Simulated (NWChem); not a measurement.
# Ionisation of FIn

```xyz
2

In     0.0000     0.0000    -0.3111
F      0.0000     0.0000     1.6938
```
Charge 0, spin multiplicity 1.

Everything below was run with NWChem. The geometry was optimised at B3LYP/def2-SVP with def2 effective core potentials on In, a minimum by its harmonic frequencies.

Basis set: def2-TZVPD. The species with one electron less has spin multiplicity 2 and keeps the geometry of the parent. Δ marks differences of total energies (open shells unrestricted). −ε marks an orbital energy of the parent. That orbital need not have the symmetry of the hole or added electron in the Δ rows.

Effective core potentials replace the inner electrons of In; spin-orbit coupling is left out. B3LYP has NWChem's definition, with VWN1-RPA local correlation. The structure started from a generated list of species. No SCF solution was tested for a lower state.

Task: One of these methods gave a first vertical ionisation energy of 9.60 eV. Which?
(A) ΔPBE
(B) −ε(HOMO) of B3LYP
(C) −ε(HOMO) of HF
(D) −ε(HOMO) of PBE

Result: C, −ε(HOMO) of HF. The others give 6.55 (−ε(HOMO) of PBE), 7.51 (−ε(HOMO) of B3LYP), 10.01 (ΔPBE).
